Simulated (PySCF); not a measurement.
BBrClHO, SMILES OB(Cl)Br. Atoms are numbered in the order given.

```xyz
5

B      0.4424     0.5768     0.0000
Cl    -0.7238     1.9123     0.0000
Br    -0.1717    -1.2440     0.0000
O      1.7630     0.8011     0.0000
H      1.9993     1.7394     0.0000
```

Coordinates come from a B3LYP-D3(BJ)/def2-SVP optimisation. Other conformers were not sampled.

The numbers are results of B3LYP/def2-TZVPD (PySCF), not measurements.

Symmetry labels are those of the subgroup Cs that the program uses (full group Cs).

Q: List the valence orbital energies around the gap with their symmetry. (Estimate from the structure and the level; the computed values follow.)

A: 
| orbital | symmetry | energy (eV) |
|---|---|---|
| HOMO−7 | A' | -13.52 |
| HOMO−6 | A' | -12.27 |
| HOMO−5 | A" | -11.67 |
| HOMO−4 | A' | -10.42 |
| HOMO−3 | A" | -9.62 |
| HOMO−2 | A' | -9.45 |
| HOMO−1 | A" | -8.59 |
| HOMO | A' | -8.26 |
| LUMO | A" | -0.90 |
| LUMO+1 | A' | -0.69 |
| LUMO+2 | A' | 0.19 |
| LUMO+3 | A' | 0.55 |
